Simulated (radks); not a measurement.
The numbers below are computed, except where a source is named.
Excited configurations of Cs II: one electron is placed in a higher orbital outside [Kr] 4d10 5s2 5p5. The ground configuration is [Xe]. Level of theory: Dirac Kohn-Sham, LDA (Slater exchange, Perdew-Wang correlation), spin-unpolarised, spherical densities, point nucleus; open shells are shared between the two j in proportion to 2j + 1 (a radial shooting solver on a logarithmic mesh with Libxc functionals). Excitation = E - E(ground); binding = E(ion) - E, where the ion is the core of charge +2; n* = 2/sqrt(2 binding) in atomic units, and the quantum defect is n - n*. Eigenvalue and <r> are those of j = l + 1/2.

| outer orbital | excitation (eV) | binding (eV) | n* | quantum defect | eigenvalue (eV) | <r> (bohr) |
|---|---|---|---|---|---|---|
| 4f | 19.566 | 4.300 | 3.557 | 0.443 | -2.364 | 5.834 |
| 5d | 14.826 | 9.040 | 2.454 | 2.546 | -5.832 | 3.438 |
| 5f | 20.589 | 3.277 | 4.075 | 0.925 | -2.342 | 9.622 |
| 6s | 14.040 | 9.826 | 2.353 | 3.647 | -7.566 | 4.415 |
| 6p | 16.601 | 7.265 | 2.737 | 3.263 | -5.451 | 5.504 |
| 6d | 19.451 | 4.415 | 3.511 | 2.489 | -3.330 | 8.233 |
| 6f | 21.639 | 2.227 | 4.943 | 1.057 | -1.703 | 15.98 |
| 7s | 18.965 | 4.901 | 3.332 | 3.668 | -3.887 | 8.705 |
| 7p | 19.887 | 3.980 | 3.698 | 3.302 | -3.100 | 10.31 |
| 7d | 21.127 | 2.739 | 4.458 | 2.542 | -2.146 | 14.16 |
| 7f | 22.267 | 1.599 | 5.834 | 1.166 | -1.261 | 23.75 |

The Delta-SCF ionisation energy is 23.866 eV (NIST Atomic Spectra Database: 23.157 eV, measured). Self-interaction in the functional shifts the binding energies and quantum defects, so they are the method's values and not measured ones. Spin polarisation and multiplet splitting are left out, so open shells lie too high by an amount that depends on their filling. Sharing an open shell by 2j + 1 raises it above the true ground level by a part of the spin-orbit splitting, which enters the differences from NIST.

Beside tabulated values, note that spin-unpolarised runs miss the spin-polarisation part of the exchange energy of open shells.
